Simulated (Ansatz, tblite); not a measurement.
Spin states of Al₂S₂, each relaxed with PBE0-D4/def2-TZVP in Ansatz. Electronic energies in the gas phase.

The xTB rows come from tblite. HSE06 is defined as in plane-wave codes, on full-range PBE exchange. Correlated methods freeze 20 core orbitals. HOMO above LUMO, or a gap near zero within one spin, warns that the state may not be the lowest or that an electron is smeared out. The structure comes from a short search, and lower isomers may exist.

Singlet geometry (Cs within 0.1 Å):

Cartesian coordinates in Å:
```
Al 0.427 -2.340 -0.564
Al -0.166 0.852 0.195
S -0.923 -0.596 -1.172
S 0.662 2.084 1.541
```

Triplet geometry (Cs within 0.1 Å):

```xyz
4

Al    0.493    0.080    2.144
Al    0.271   -0.367   -0.360
S    -0.923    1.114    0.715
S     0.159   -0.827   -2.499
```

Quintet geometry (C2v within 0.1 Å):

```xyz
4

Al    1.343    0.320    0.284
Al   -1.213    0.456    0.557
S    -0.114    0.711   -1.428
S    -0.016   -1.487    0.587
```

⟨S²⟩: triplet 2.03 at PBE0-D4/def2-TZVP (pure 2.00), quintet 6.01 at PBE0-D4/def2-TZVP (pure 6.00).

Only these spin states were relaxed. The triplet has other bonds than the singlet, so the gap mixes isomer and spin. The quintet has other bonds than the singlet, so the gap mixes isomer and spin.

```
              level  triplet − singlet (kcal/mol)  quintet − singlet (kcal/mol)  lowest of these                                  remarks
           GFN1-xTB                          68.0                         172.9          singlet                                        –
           GFN2-xTB                          32.2                          96.1          singlet                                        –
   PBE-D4/def2-TZVP                          38.3                          57.3          singlet  gap within one spin near zero (triplet)
revPBE-D4/def2-TZVP                          38.5                          56.9          singlet  gap within one spin near zero (triplet)
r2SCAN-D4/def2-TZVP                          35.9                          50.2          singlet                                        –
 HSE06-D4/def2-TZVP                          38.6                          57.6          singlet                                        –
  RPA@PBE/def2-TZVP                          37.0                          65.4          singlet                                        –
    CCSD/def2-TZVPP                          41.6                          69.5          singlet  spin-contaminated (⟨S²⟩ 2.12) (triplet)
```

The xTB methods have no term that favours high spin, so they put low spin too low.
